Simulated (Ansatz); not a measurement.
Reactions of CH5AlOSe (`[CH3][Al]([OH])[SeH]`).

Computed with Ansatz on PBE0-D4/def2-TZVP structures; ΔE is electronic, products minus reactants. CCSD(T)/CBS is the MP2 limit (def2-TZVPP, def2-QZVPP) plus CCSD(T) − MP2 in def2-TZVPP, frozen cores. This one scheme is used for every species, atoms too. No spin–orbit coupling; open shells (•) take unrestricted orbitals. Spin–orbit coupling would lower the free atoms: a little for Al, C, O; clearly for Se. For Se outer-core shells are correlated without core-valence functions, so the limit isn't a true one: a few kJ/mol of doubt a bond, and 10 to 20 or more in all where bonds break to atoms. Scalar relativity is left out up to krypton. Each species was taken in one conformer, which may not be the lowest.

Q: Order these by ΔE at CCSD(T)/CBS, lowest first. (An estimate is asked.)
A. `[CH3][Al]([OH])[SeH]` + H₂O → `[CH3][Al]([OH])[OH]` + H₂Se
B. `[CH3][Al]([OH])[SeH]` → `[CH3][Al][SeH]`• + `[OH]`•
C. `[CH3][Al]([OH])[SeH]` → Al• + C• + 5 H• + O• + Se•
D. `[CH3][Al]([OH])[SeH]` → `C[O][AlH][SeH]`
E. `[CH3][Al]([OH])[SeH]` + H₂O → `[OH][Al]([OH])[SeH]` + CH₄
F. `[CH3][Al]([OH])[SeH]` + `BN[SiH3]` → `[SiH3]NB[SeH]` + `[CH3][AlH][OH]`
G. `[CH3][Al]([OH])[SeH]` + `O[SiH3]` → `[CH3][Al]([OH])[O][SiH3]` + H₂Se

A: E (-129.5 kJ/mol), G (-40.8 kJ/mol), A (-11.4 kJ/mol), F (+61.2 kJ/mol), D (+108.2 kJ/mol), B (+555.3 kJ/mol), C (+3163.1 kJ/mol).

Largest T1 diagnostic: 0.018, for Al•.
